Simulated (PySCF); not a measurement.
Gas-phase reaction: In2O + 3 F2O ⇌ 2 InF3 + 2 O2, at 600 K and a standard pressure of 1 bar. Level: MP2/def2-SVP†.

Energies from PySCF, thermal terms from the rigid-rotor harmonic-oscillator model, ideal gas at 1 bar. † marks an energy on the PBE0/def2-TZVP geometry and frequencies. MP2 freezes the core. Open shells (unrestricted): O2 (multiplicity 3); the rest are closed-shell singlets. In: scalar-relativistic def2 core potential, no spin-orbit coupling. MP2 isn't extrapolated to the basis-set limit; its ΔH°(298 K) is -1689.4 kJ in def2-SVP and -1568.0 kJ in def2-TZVPP. The harmonic model lacks anharmonicity and excited electronic states, which grow with temperature; levels with a mode under 35 cm⁻¹ are left out. Soft modes under 120 cm⁻¹ make the harmonic entropy rough for In2O.

| species | E (Ha) | H(600 K) − E (kJ/mol) | S°(600 K) (J/mol/K) |
|---|---|---|---|
| In2O | -453.62115 | 38.8 | 345.8 |
| F2O | -273.79260 | 40.0 | 278.4 |
| InF3 | -487.98769 | 52.7 | 362.2 |
| O2 | -149.83341 | 28.1 | 225.9 |
E: electronic energy; H − E holds the zero-point and thermal terms. 1 Ha = 2625.5 kJ/mol.

Task: Work out ΔH°, ΔS°, ΔG° and log10 K from these numbers.

Result: 1. ΔE = 2×(-487.98769) + 2×(-149.83341) − 1×(-453.62115) − 3×(-273.79260) = -0.64325 Ha = -1688.9 kJ.
2. Δ(H − E) = 2×(52.7) + 2×(28.1) − 1×(38.8) − 3×(40.0) = 2.8 kJ, so ΔH° = -1686.1 kJ.
3. ΔS° = 2×(362.2) + 2×(225.9) − 1×(345.8) − 3×(278.4) = -4.8 J/K; the number of gas molecules stays the same.
4. ΔG° = ΔH° − TΔS° = -1686.1 − 600×(-4.8)/1000 = -1683.2 kJ.
5. log10 K = −ΔG°/(RT ln 10) = 146.49, with RT ln 10 = 11.49 kJ/mol; at standard pressures the products are favoured.
6. A shift of 10 kJ in ΔE would move log10 K by 0.87 here.
For scale, ΔH°(298 K) is -1689 kJ at this level, -1493 kJ at ωB97M-V/def2-TZVP†, and runs from -1875 to -632 kJ over the 18 levels computed.
